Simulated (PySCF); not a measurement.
EPR parameters of C5H6N2PSi

C5H6N2PSi (doublet state).
Geometry (GFN2-xTB, Å), atoms numbered from 1 in this order:
```xyz
15
C5H6N2PSi angstrom
C     -1.3173    2.4547    0.0490
C     -0.3716    1.7120    0.0155
C      0.7499    0.8699   -0.0333
N      1.9858    1.2673   -0.1943
C      2.7419    0.1403   -0.1868
C      1.9456   -0.9530   -0.0234
N      0.6528   -0.5038    0.0714
Si    -0.7637   -1.4938    0.3871
P     -2.6275   -0.4937   -0.3137
H     -2.1332    3.1140    0.0777
H      3.8059    0.1946   -0.3035
H      2.1727   -1.9972    0.0324
H     -0.4660   -2.7034   -0.4031
H     -3.3852   -1.6379   -0.1086
H     -2.9946    0.0380    0.9116
```

The hyperfine couplings belong to this conformer and change with its torsions.

The species is `C#Cc1nccn1[SiH]P` [radical].

Theory: UKS B3LYP, pcH-1 on C H N P Si, non-relativistic, mean-field spin-orbit, GIAO in PySCF. The structure is a single GFN2-xTB conformer in the gas phase; no vibrational or solvent corrections. A GFN2-xTB geometry isn't a minimum of the functional, and hyperfine couplings can be far from their values at a DFT geometry, by a factor of two or more for some ions and for spin on atoms past the first row. Stability of the SCF solution: not tested.

- g1, g2, g3: 2.00083, 2.00214, 2.00538
- g_iso: 2.00278
- Form of g: rhombic: the two nearest values differ by 29 % of g3 − g1
- ⟨S²⟩: 0.7525 (exact 0.7500)
- α and β electrons: 40, 39
- HOMO–LUMO gap, α and β orbitals: 4.76, 3.22 eV
- Total energy: -934.42420 Eh

Isotropic coupling and dipolar principal values T1 to T3, in mT; ρ(0) is the spin density at the nucleus (MHz turned into mT with g_iso):

```
atom  isotope   a_iso  of which spin–orbit     T1     T2    T3  Mulliken spin population  ρ(0) (bohr⁻³)
  C1      13C    0.03                 0.00  -0.03  -0.01  0.04                      0.01         0.0007
  C2      13C   -0.06                 0.00  -0.03   0.00  0.03                     -0.01        -0.0015
  C3      13C    0.01                 0.00  -0.08  -0.04  0.12                      0.01         0.0003
  N4      14N    0.02                 0.00  -0.04  -0.04  0.08                      0.02         0.0015
  C5      13C    0.04                 0.00  -0.05  -0.03  0.08                      0.01         0.0011
  C6      13C   -0.04                 0.00  -0.04   0.01  0.03                      0.00        -0.0009
  N7      14N    0.33                 0.00  -0.10  -0.10  0.20                      0.02         0.0287
 Si8     29Si  -19.37                 0.03  -5.23   2.56  2.66                      0.77         0.6120
  P9      31P   -0.36                -0.02  -2.45  -2.13  4.58                      0.13        -0.0053
 H10       1H   -0.02                 0.00  -0.03  -0.02  0.05                      0.00        -0.0001
 H11       1H   -0.05                 0.00  -0.04  -0.02  0.06                      0.00        -0.0003
 H12       1H   -0.01                 0.00  -0.07  -0.05  0.12                      0.00        -0.0001
 H13       1H    2.66                 0.00  -0.27   0.01  0.26                      0.02         0.0167
 H14       1H   -0.03                 0.00  -0.16   0.02  0.14                      0.00        -0.0002
 H15       1H    1.36                 0.00  -0.15  -0.02  0.18                      0.01         0.0085
```

Largest spin populations (Mulliken): Si8 (+0.77) and P9 (+0.13). Si8 is the only atom above +0.15. The angles at Si8 add up to 324.7°, so it is pyramidal.

Under fast tumbling the dipolar parts average out, and these isotropic splittings remain: 1 × 1H (H13, I = 1/2, 2 lines) with 2.66 mT, 2 × 1H (H14/H15, I = 1/2, 3 lines) with 0.66 mT, 1 × 31P (P9, I = 1/2, 2 lines) with 0.36 mT, 1 × 14N (N7, I = 1, 3 lines) with 0.33 mT and 1 × 1H (H11, I = 1/2, 2 lines) with 0.05 mT.

Nuclei that the bonding pattern makes equivalent are averaged, as if the motion that swaps them (rotation, inversion, ring flip) were fast. The 1H value of +18.6 MHz is a mean of couplings from -0.9 to 38.2 MHz in this one geometry, not an average over conformers.

The 29Si coupling of Si8 (-543.1 MHz) shows only in satellite lines or after enrichment, since that isotope makes up about 4.7 % of natural silicon.

On an Arm Neoverse V1 with one thread, shared host, this took 2.1 min of wall time (with the writing of density and orbital grids) and 1.1 GiB of memory at its peak.
